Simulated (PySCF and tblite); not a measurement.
Values are calculated unless marked as measured or tabulated.
Stationary points of C₄H₁₁NSi at GFN2-xTB, in Å:

Structure A

```
 1 C    -2.094    0.043   -0.426
 2 N    -0.787   -0.068    0.174
 3 C     0.070   -1.021   -0.505
 4 C     1.407   -1.070    0.235
 5 Si    1.662    0.731    0.800
 6 C    -0.103    1.212    0.267
 7 H    -2.700    0.729    0.165
 8 H    -2.055    0.416   -1.465
 9 H    -2.577   -0.935   -0.428
10 H     0.239   -0.727   -1.559
11 H    -0.425   -1.997   -0.507
12 H     1.326   -1.738    1.091
13 H     2.190   -1.463   -0.410
14 H     1.892    0.862    2.239
15 H     2.692    1.450    0.041
16 H    -0.637    1.843    0.979
17 H    -0.106    1.743   -0.702
```

Structure B

```
 1 C    -1.424    0.269   -1.153
 2 N    -1.090   -0.133    0.195
 3 C    -0.204   -1.280    0.234
 4 C     1.244   -0.901   -0.144
 5 Si    1.426    0.869    0.535
 6 C    -0.451    0.946    0.943
 7 H    -2.161    1.071   -1.108
 8 H    -0.558    0.626   -1.731
 9 H    -1.869   -0.577   -1.675
10 H    -0.602   -2.063   -0.414
11 H    -0.214   -1.654    1.263
12 H     1.942   -1.620    0.280
13 H     1.372   -0.939   -1.226
14 H     2.267    0.958    1.728
15 H     1.849    1.832   -0.484
16 H    -0.618    0.750    2.006
17 H    -0.943    1.889    0.712
```

Structure C

```
 1 C    -1.733    0.318   -0.975
 2 N    -0.984   -0.134    0.174
 3 C    -0.087   -1.248   -0.152
 4 C     1.366   -1.019    0.291
 5 Si    1.540    0.868    0.422
 6 C    -0.311    0.953    0.880
 7 H    -2.460    1.065   -0.656
 8 H    -1.101    0.758   -1.764
 9 H    -2.279   -0.526   -1.397
10 H    -0.102   -1.414   -1.235
11 H    -0.490   -2.151    0.323
12 H     1.532   -1.468    1.272
13 H     2.048   -1.509   -0.400
14 H     2.450    1.324    1.470
15 H     1.850    1.503   -0.863
16 H    -0.434    0.782    1.956
17 H    -0.804    1.897    0.654
```

The path came from a restrained scan, a climbing-image band and a saddle search at GFN2-xTB; energies are PBE0/pcSseg-1 + D3(BJ)//GFN2-xTB, thermal terms GFN2-xTB.

Problem. Which structure is a saddle point, and along which motion?

Solution. C: one imaginary mode (102i cm⁻¹ at GFN2-xTB, mostly on C1, C3, H10), along the inversion of the 5-membered ring (2–3–4–5–6).

Problem. Give their symmetry and energies above the lowest.

Solution. A C1, 0.0 kcal/mol; B C1, 3.3 kcal/mol; C C1, 8.5 kcal/mol.
